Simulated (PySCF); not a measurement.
C4H7NSSi.
Bonds: Si1–C2, C2–C3, C3–C4 (aromatic), C4–N5 (aromatic), N5–S6 (aromatic), S6–C7 (aromatic), C3–C7 (aromatic). Hydrogens: H8, H9, H10 on Si1; H11, H12 on C2; H13 on C4; H14 on C7.

Level: CAM-B3LYP/def2-SVPD in PySCF, non-relativistic, on one gas-phase PBE0-D3(BJ)/def2-SVP geometry that isn't relaxed in the solvent. The solvent is an IEF-PCM continuum (van der Waals radii × 1.2), and excitations are vertical TDDFT with non-equilibrium linear response and a frozen core. The model holds no explicit solvent molecules, cavitation or dispersion.

Gas-phase singlets (H = HOMO, L = LUMO):

```
state  E (eV)  λ (nm)      f  leading configurations
   S1   5.382     230  0.145                 H→L 93%
   S2   5.747     216  0.003               H-2→L 94%
   S3   6.046     205  0.000    H→L+2 44%, H→L+1 32%
   S4   6.189     200  0.040               H-1→L 89%
   S5   6.634     187  0.009    H→L+1 56%, H→L+2 19%
```

How does the list change in chloroform (ε = 4.711)?

| state | E (eV) | λ (nm) | f | leading configurations | change by rank (eV) |
| --- | --- | --- | --- | --- | --- |
| S1 | 5.285 | 235 | 0.197 | H→L 94% | -0.097 |
| S2 | 5.870 | 211 | 0.004 | H-2→L 93% | +0.123 |
| S3 | 6.046 | 205 | 0.000 | H→L+1 40%, H→L+2 37% | 0.000 |
| S4 | 6.147 | 202 | 0.069 | H-1→L 90% | -0.042 |
| S5 | 6.694 | 185 | 0.013 | H→L+1 44%, H→L+2 33% | +0.060 |

What are the lowest 5 singlets in tetrahydrofuran (ε = 7.426)?

```csv
state,E (eV),λ (nm),f,leading configurations,change by rank (eV)
S1,5.286,235,0.191,H→L 94%,-0.096
S2,5.892,210,0.004,H-2→L 93%,+0.145
S3,6.049,205,0.000,"H→L+1 43%, H→L+2 34%",+0.003
S4,6.155,201,0.068,H-1→L 90%,-0.034
S5,6.702,185,0.012,"H→L+1 39%, H→L+2 39%",+0.068
```

The ground-state energy changes by -0.175 eV from gas to tetrahydrofuran. By how much does the total energy of gas-phase S1 change?

E(S1) = E(S0) + excitation energy, so it changes by -0.175 − 0.096 = -0.271 eV: it is lowered more than the ground state, which is what a red shift means. This is the vertical state, with the slow part of the continuum still set for S0.

How do the frontier levels move from gas to tetrahydrofuran?

```
orbital  gas (eV)  solvent (eV)  change (eV)                   Löwdin shares, gas              Löwdin shares, solvent
 LUMO+2      1.26          1.32        +0.06    S6 58 %, Si1 10 %, N5 8 %, C7 5 %   S6 48 %, Si1 15 %, N5 6 %, C4 6 %
 LUMO+1      0.89          1.12        +0.23  Si1 23 %, S6 22 %, C2 10 %, H12 7 %   S6 40 %, Si1 17 %, C2 6 %, C7 5 %
   LUMO      0.04          0.08        +0.04   C7 22 %, S6 21 %, N5 21 %, C4 12 %  C7 22 %, N5 21 %, S6 21 %, C4 14 %
   HOMO     -8.34         -8.26        +0.08   S6 28 %, C3 21 %, C7 12 %, C4 11 %  S6 26 %, C3 21 %, C7 12 %, C4 10 %
 HOMO-1     -9.17         -9.17         0.00   C7 26 %, N5 25 %, S6 20 %, C4 16 %  C7 25 %, N5 24 %, S6 22 %, C4 16 %
 HOMO-2     -9.84         -9.97        -0.13    N5 62 %, C4 11 %, S6 10 %, C3 6 %   N5 59 %, C4 11 %, S6 10 %, C3 6 %
 HOMO-3    -11.08        -10.88        +0.20  Si1 34 %, H10 27 %, H9 10 %, C2 8 %  Si1 35 %, H10 29 %, C2 9 %, H8 8 %
```

The HOMO–LUMO gap goes from 8.38 to 8.34 eV. Rows go by rank; for LUMO+1 the atom shares or the degeneracy differ between the runs, so the row needn't follow one orbital.

The run took about 80 s of CPU time (one thread, shared machine). This is the whole response run at CAM-B3LYP/def2-SVPD in tetrahydrofuran, SCF included.

The values belong to the conformer `[SiH3:1][CH2:2][c:3]1[cH:4][n:5][s:6][cH:7]1`: Si1–C2–C3–C4 -85°.
